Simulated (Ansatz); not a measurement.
```xyz
18

C     1.4577    0.0000    0.2269
C     0.7289    1.2624   -0.2269
C    -0.7289    1.2624    0.2269
C    -1.4577    0.0000   -0.2269
C    -0.7289   -1.2624    0.2269
C     0.7289   -1.2624   -0.2269
H     1.5279    0.0000    1.3304
H     2.4949    0.0000   -0.1469
H     0.7640    1.3232   -1.3304
H     1.2475    2.1607    0.1469
H    -1.2475    2.1607   -0.1469
H    -0.7640    1.3232    1.3304
H    -1.5279    0.0000   -1.3304
H    -2.4949    0.0000    0.1469
H    -1.2475   -2.1607   -0.1469
H    -0.7640   -1.3232    1.3304
H     1.2475   -2.1607    0.1469
H     0.7640   -1.3232   -1.3304
```

Basis set: 6-31G* (spherical functions). Correlated methods keep 6 orbitals frozen. Charge 0, multiplicity 1.

Computed with Ansatz (development build ahead of 0.2.0); each method stands on the lowest determinant of its kind that the runs found. Restricted open shells among the atoms or ions are ROHF, correlated in semicanonical orbitals with singles.

(1) Give the atomization energy at this shape (free ground-state atoms in the same class of orbitals less the molecule, no zero-point energy) of singlet C₆H₁₂ by RHF-MP2, RHF.

Answers

(1)

| method | atomization energy |
| --- | --- |
| RHF-MP2 | 71.24 eV |
| RHF | 58.91 eV |
